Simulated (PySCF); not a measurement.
**Ionisation energy of Zn¹⁸⁺ by level of theory**

Zn¹⁸⁺ [Ne] 3s2 (1S) → Zn¹⁹⁺ [Ne] 3s1 (2S), as a difference of total energies. Calculation: PySCF 2.14, in an even-tempered Gaussian basis (16 s from 1.7 bohr⁻², ratio 2.5; 11 p from 2.2 bohr⁻², ratio 2.5; 5 d from 8.7 bohr⁻², ratio 2.7; 4 f from 13 bohr⁻², ratio 2.7); no relativity, point nucleus. Correlated levels: outer shells: 1s2 frozen; virtual orbitals above 40 to 60 times the deepest correlated orbital energy dropped. The calculations carry no spin-orbit coupling.

```json
{"method": "UHF", "ionisation energy (eV)": "686.10"}
{"method": "LDA", "ionisation energy (eV)": "689.15"}
{"method": "PBE", "ionisation energy (eV)": "689.62"}
{"method": "PBE0", "ionisation energy (eV)": "689.02"}
{"method": "r2SCAN", "ionisation energy (eV)": "686.78"}
{"method": "B2PLYP", "ionisation energy (eV)": "688.93"}
{"method": "TPSS", "ionisation energy (eV)": "688.69"}
{"method": "MP2 (outer shells)", "ionisation energy (eV)": "688.69"}
{"method": "SCS-MP2 (outer shells)", "ionisation energy (eV)": "688.98"}
```

Task: How much does correlation contribute at MP2 (outer shells)?

Result: 688.69 − (686.10) = 2.59 eV, measured against UHF.

These non-relativistic numbers lack the scalar-relativistic shift.

For comparison: 697.5 ± 0.7 eV (semi-empirical (NIST evaluation); NIST Atomic Spectra Database, ionization energies).
